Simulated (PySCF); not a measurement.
Excitation energies in several basis sets

BrF₂HSi.
Structure used (PBE0-D3(BJ)/def2-SVP), in Å, numbered top down from 1:
```
atom  x, y, z in Å
F1    -0.726    1.287   -1.004
Si2   -0.236   -0.003   -0.183
F3    -0.709   -1.295   -1.009
Br4    1.948    0.013   -0.063
H5    -0.855   -0.009    1.151
```

TDDFT with PBE0 (PySCF), vertical singlets, core orbitals frozen in the response, spherical d and f functions. Isolated species at its PBE0-D3(BJ)/def2-SVP geometry, gas phase. The PBE0/6-31G* calculation is non-relativistic and has no spin–orbit coupling, an omission that weighs most on bromine.

| basis | functions | diffuse | S1 (eV) | S2 (eV) | S3 (eV) | S4 (eV) | S5 (eV) | LUMO (eV) | α (au) |
| --- | --- | --- | --- | --- | --- | --- | --- | --- | --- |
| 6-31G* | 80 | no | 7.94 | 7.95 | 8.53 | 8.75 | 9.17 | 0.34 | 33.3 |
| def2-SVP | 83 | no | 8.09 | 8.09 | 8.49 | 8.73 | 9.17 | 0.48 | 33.1 |
| aug-cc-pVDZ | 118 | yes | 7.56 | 7.58 | 7.93 | 8.12 | 8.33 | -0.32 | 44.6 |
| def2-SVPD | 119 | yes | 7.65 | 7.67 | 8.00 | 8.20 | 8.43 | -0.20 | 45.1 |
| def2-TZVP | 153 | no | 7.89 | 7.90 | 8.08 | 8.29 | 8.62 | 0.17 | 40.7 |
| def2-TZVPD | 189 | yes | 7.67 | 7.68 | 7.92 | 8.10 | 8.32 | -0.21 | 45.5 |
| aug-cc-pVTZ | 224 | yes | 7.64 | 7.65 | 7.90 | 8.08 | 8.29 | -0.26 | 45.5 |

How much do these states and the polarisability depend on the basis?

States are compared by their number. Against the largest diffuse basis here (aug-cc-pVTZ, itself not a converged limit), sets without diffuse functions differ by up to 0.45 eV in S1 and 0.88 eV in S5; the smaller diffuse sets differ by up to 0.08 and 0.14 eV. State by state, the largest deviation of a set without diffuse functions is S1 0.45, S2 0.44, S3 0.63, S4 0.66, S5 0.88 eV. The same number needn't mean the same state in each row. Against aug-cc-pVTZ the polarisability deviates by -27% in 6-31G*, -27% in def2-SVP, -2% in aug-cc-pVDZ, -1% in def2-SVPD, -10% in def2-TZVP, 0% in def2-TZVPD.

Without π bonds the low states may be Rydberg-like; a valence basis with one diffuse set may place them up to an eV too high.
